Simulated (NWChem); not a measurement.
System: AuH3O; SMILES [OH2]->[AuH]

Here is an NWChem input.

```
start job
memory heap 200 mb stack 900 mb global 1100 mb
geometry units angstroms noautoz
  Au    -0.000645    -0.210187     0.018322
  H     -0.001109    -1.762267    -0.039890
  O     -0.000645     2.062417     0.081742
  H     -0.775552     2.374566    -0.426515
  H      0.770174     2.375817    -0.431430
end
basis spherical
  * library def2-svp
end
ecp
  Au library def2-ecp
end
dft
  xc b3lyp
  iterations 150
  mulliken
end
task dft energy
```

Output (shortened):

```
             Northwest Computational Chemistry Package (NWChem) 7.3.0
             --------------------------------------------------------

 CS  symmetry detected

                             Geometry "geometry" -> ""
                             -------------------------

 Output coordinates in angstroms (scale by  1.889725989 to convert to a.u.)

  No.       Tag          Charge          X              Y              Z
 ---- ---------------- ---------- -------------- -------------- --------------
    1 Au                  79.0000     0.00509746    -0.24221370     0.00000000
    2 H                    1.0000    -0.05216718    -1.79432895     0.00000000
    3 O                    8.0000     0.06712858     2.03042863     0.00000000
    4 H                    1.0000    -0.44378057     2.34289107    -0.77286686
    5 H                    1.0000    -0.44378057     2.34289107     0.77286686

 Effective nuclear repulsion energy (a.u.)     214.9464338960

      Symmetry information
      --------------------

 Group name             Cs
 Group number              2
 Group order               2
 No. of unique centers     4

                                 NWChem DFT Module
                                 -----------------

 Summary of "ao basis" -> "ao basis" (spherical)
 ------------------------------------------------------------------------------
       Tag                 Description            Shells   Functions and Types
 ---------------- ------------------------------  ------  ---------------------
 Au                         def2-svp                12       32   6s3p2d1f
 H                          def2-svp                 3        5   2s1p
 O                          def2-svp                 6       14   3s2p1d

      Symmetry analysis of basis
      --------------------------

        a'         41
        a"         20

            General Information
            -------------------
          SCF calculation type: DFT
          Wavefunction type:  closed shell.
          No. of atoms     :     5
          No. of electrons :    30
           Alpha electrons :    15
            Beta electrons :    15
          Charge           :     0
          Spin multiplicity:     1
          Use of symmetry is: on ; symmetry adaption is: on
          Maximum number of iterations: 150
          AO basis - number of functions:    61
                     number of shells:    27
          Convergence on energy requested:  1.00D-06
          Convergence on density requested:  1.00D-05
          Convergence on gradient requested:  5.00D-04

              XC Information
              --------------
                         B3LYP Method XC Potential
                     Hartree-Fock (Exact) Exchange  0.200
                        Slater Exchange Functional  0.800 local
                    Becke 1988 Exchange Functional  0.720 non-local
              Lee-Yang-Parr Correlation Functional  0.810
                  VWN I RPA Correlation Functional  0.190 local

             Grid Information
             ----------------
          Grid used for XC integration:  medium
          Radial quadrature: Mura-Knowles
          Angular quadrature: Lebedev.
          Tag              B.-S. Rad. Rad. Pts. Rad. Cut. Ang. Pts.
          ---              ---------- --------- --------- ---------
          Au                  1.35      123           9.0       590
          H                   0.35       45          11.0       434
          O                   0.60       49          10.0       434
          Grid pruning is: on
          Number of quadrature shells:   262
          Spatial weights used:  Erf1

      Superposition of Atomic Density Guess
      -------------------------------------

 Sum of atomic energies:        -228.63308353

      Non-variational initial energy
      ------------------------------

 Total energy =    -211.080731
 1-e energy   =    -459.770798
 2-e energy   =     189.126801
 HOMO         =      -0.403736
 LUMO         =      -0.013528

      Symmetry analysis of molecular orbitals - initial
      -------------------------------------------------

  Numbering of irreducible representations:

     1 a'          2 a"

  Orbital symmetries:

     1 a'          2 a'          3 a'          4 a"          5 a'
     6 a'          7 a"          8 a'          9 a'         10 a"
    11 a'         12 a'         13 a"         14 a'         15 a'
    16 a'         17 a"         18 a'         19 a'         20 a'
    21 a"         22 a'         23 a"         24 a'         25 a'

     ---------------------------------------------
      Total Density - Mulliken Population Analysis
     ---------------------------------------------

    Atom       Charge   Shell Charges
 -----------   ------   -------------------------------------------------------
    1 Au  19    19.21   0.07 -0.48  1.82  0.61  0.85  0.42  5.58  0.45  0.07  8.76  1.04  0.00
    2 H    1     0.95   0.58  0.36  0.02
    3 O    8     8.53   1.99  1.08  0.61  2.97  1.87  0.00
    4 H    1     0.65   0.52  0.08  0.06
    5 H    1     0.65   0.52  0.08  0.06

   convergence    iter        energy       DeltaE   RMS-Dens  Diis-err
 ---------------- ----- ----------------- --------- --------- ---------
 d= 0,ls=0.0,diis     1   -212.6892250482 -2.72D+02  2.08D-02  5.00D-01
 d= 0,ls=0.0,diis     2   -212.6445624553  4.47D-02  1.35D-02  1.07D+00
 d= 0,ls=0.0,diis     3   -212.7588770791 -1.14D-01  1.23D-03  9.06D-03
 d= 0,ls=0.0,diis     4   -212.7595381839 -6.61D-04  5.48D-04  2.35D-03
 d= 0,ls=0.0,diis     5   -212.7597434477 -2.05D-04  1.09D-04  1.30D-04
  Resetting Diis
 d= 0,ls=0.0,diis     6   -212.7597559062 -1.25D-05  1.62D-05  7.31D-07
 d= 0,ls=0.0,diis     7   -212.7597559354 -2.92D-08  1.45D-05  4.88D-07
 d= 0,ls=0.0,diis     8   -212.7597558757  5.97D-08  8.59D-06  1.15D-06

         Total DFT energy =     -212.759755875718
      One electron energy =     -462.421861678001
           Coulomb energy =      212.626784979680
    Exchange-Corr. energy =      -22.527945118022
 Nuclear repulsion energy =       59.563265940626

 Numeric. integr. density =       29.999991597126

                  Occupations of the irreducible representations
                  ----------------------------------------------

                     irrep           alpha         beta
                     --------     --------     --------
                     a'               11.0         11.0
                     a"                4.0          4.0

                       DFT Final Molecular Orbital Analysis
                       ------------------------------------

 Vector   13  Occ=2.000000D+00  E=-2.807643D-01  Symmetry=a"
              MO Center=  3.5D-03, -2.4D-01,  4.8D-14, r^2= 8.7D-01
   Bfn.  Coefficient  Atom+Function         Bfn.  Coefficient  Atom+Function
  ----- ------------  ---------------      ----- ------------  ---------------
    19      0.876662  1 Au d  1              24      0.230629  1 Au d  1

 Vector   14  Occ=2.000000D+00  E=-2.807522D-01  Symmetry=a'
              MO Center=  3.2D-03, -2.4D-01, -4.9D-14, r^2= 8.7D-01
   Bfn.  Coefficient  Atom+Function         Bfn.  Coefficient  Atom+Function
  ----- ------------  ---------------      ----- ------------  ---------------
    18      0.761539  1 Au d  0              20     -0.434219  1 Au d  2
    23      0.200367  1 Au d  0              25     -0.114524  1 Au d  2

 Vector   15  Occ=2.000000D+00  E=-2.408166D-01  Symmetry=a'
              MO Center= -2.7D-02, -5.0D-01, -1.0D-13, r^2= 2.2D+00
   Bfn.  Coefficient  Atom+Function         Bfn.  Coefficient  Atom+Function
  ----- ------------  ---------------      ----- ------------  ---------------
     5      0.513705  1 Au s                  3     -0.443061  1 Au s
    20      0.440497  1 Au d  2               6      0.316283  1 Au s
     2      0.280765  1 Au s                 18      0.237418  1 Au d  0
    33      0.167263  2 H  s                 34      0.135504  2 H  s
    25      0.110596  1 Au d  2               1     -0.110042  1 Au s

 Vector   16  Occ=0.000000D+00  E=-3.317671D-02  Symmetry=a'
              MO Center= -4.1D-01,  1.3D+00,  1.2D-13, r^2= 5.0D+00
   Bfn.  Coefficient  Atom+Function         Bfn.  Coefficient  Atom+Function
  ----- ------------  ---------------      ----- ------------  ---------------
    40      0.694817  3 O  s                 53     -0.417293  4 H  s
    58     -0.417293  5 H  s                 14     -0.401345  1 Au py
     6     -0.379800  1 Au s                 20      0.228978  1 Au d  2
    39      0.216543  3 O  s                 34      0.204096  2 H  s
    44     -0.168104  3 O  px                41     -0.163448  3 O  px

 Vector   17  Occ=0.000000D+00  E= 7.710087D-03  Symmetry=a"
              MO Center= -3.5D-02, -9.6D-02, -1.3D-12, r^2= 6.5D+00
   Bfn.  Coefficient  Atom+Function         Bfn.  Coefficient  Atom+Function
  ----- ------------  ---------------      ----- ------------  ---------------
    15      0.948835  1 Au pz                 9     -0.199260  1 Au pz
    53     -0.158721  4 H  s                 58      0.158721  5 H  s
    43     -0.126351  3 O  pz                46     -0.126124  3 O  pz
    12      0.062191  1 Au pz

 Vector   18  Occ=0.000000D+00  E= 1.450119D-02  Symmetry=a'
              MO Center=  1.9D-01, -2.6D-01,  1.1D-12, r^2= 6.3D+00
   Bfn.  Coefficient  Atom+Function         Bfn.  Coefficient  Atom+Function
  ----- ------------  ---------------      ----- ------------  ---------------
    13      0.980626  1 Au px                 7     -0.202922  1 Au px
    40     -0.139573  3 O  s                  5      0.121728  1 Au s
    34     -0.086505  2 H  s                 41     -0.080689  3 O  px
    10      0.064059  1 Au px                 6      0.060048  1 Au s
     3     -0.059113  1 Au s                 53      0.058999  4 H  s

     ---------------------------------------------
      Total Density - Mulliken Population Analysis
     ---------------------------------------------

[...]
```

Level: B3LYP/def2-SVP with def2 effective core potentials on Au. Coordinates come from a PBE-D3(BJ)/def2-SVP optimisation. B3LYP is NWChem's, with the RPA form of VWN correlation. def2 effective core potentials on Au; no spin-orbit coupling.
